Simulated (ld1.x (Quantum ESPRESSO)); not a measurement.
S, TM: configuration errors across variants

```
Element                 : sulfur (S)
Generator               : ld1.x (Quantum ESPRESSO) 7.5
Type                    : norm-conserving Troullier–Martins (Kleinman–Bylander form)
Functional              : LDA (PZ)
Relativity              : scalar-relativistic
Frozen core             : [Ne]
Valence charge          : 6
Reference configuration : 3s2 3p4
Partial waves           : 3p (bound): rc 1.45 bohr; 3s (bound): rc 1.15 bohr
Local potential         : the s channel
Core correction         : a·sin(br)/r model core inside 1.05 bohr
```

All-electron excitation energies from the reference (eV): (1) 3s2 3p3 11.863; (2) 3s2 3p2 34.236; (3) 3s2 3p1 68.394; (4) 3s2 3p3.5 4.709; (5) 3s1 3p5 10.240; (6) 3s2 3p4.3 -1.741; (7) 3s2 3p0 115.377; (8) 3s2 3p4 spin -0.706; (9) 3s2 3p3 spin 9.898.

Spin tests fill each open shell by Hund’s rule, majority spin first.

3 further variants failed, have other tests or another functional or relativity, and are left out.

Errors AE − PS in meV (a dash: test not solved or not reliable):

| change | (1) | (2) | (3) | (4) | (5) | (6) | (7) | (8) | (9) | bound ghosts |
| --- | --- | --- | --- | --- | --- | --- | --- | --- | --- | --- |
| base | +4.1 | +29 | +101 | +0.6 | -0.5 | +0.3 | +249 | +19 | +59 | none |
| local potential all-electron potential smoothed inside 1.20 bohr (lloc = -2) | +4.5 | +33 | +114 | +0.7 | -0.4 | +0.3 | +289 | +19 | +60 | none |
| core correction a·sin(br)/r model core inside 0.44 bohr | +3.9 | +28 | +94 | +0.6 | -1.3 | +0.4 | +226 | +8.5 | +27 | none |
| wave 3p (bound): rc 1.45 bohr becomes 3p (bound): rc 1.04 bohr | +5.0 | +30 | +85 | +1.0 | +2.7 | +0.3 | +165 | +13 | +43 | none |
| wave 3s (bound): rc 1.15 bohr becomes 3s (bound): rc 1.72 bohr | +5.6 | +38 | +123 | +0.9 | -3.5 | +0.4 | +296 | +20 | +64 | none |
| wave 3s (bound): rc 1.15 bohr becomes 3s (bound): rc 0.88 bohr | +9.4 | +64 | +221 | +1.6 | +4.1 | +0.5 | +567 | +21 | +73 | none |
| wave 3p (bound): rc 1.45 bohr becomes 3p (bound): rc 1.36 bohr | +4.1 | +29 | +98 | +0.6 | 0.0 | +0.3 | +238 | +18 | +56 | none |

(1) Give the same row for: type RRKJ.

Results:

(1) +4.1, +31, +110, +0.6, -2.0, +0.3, +284, +22, +70; bound ghosts: none.
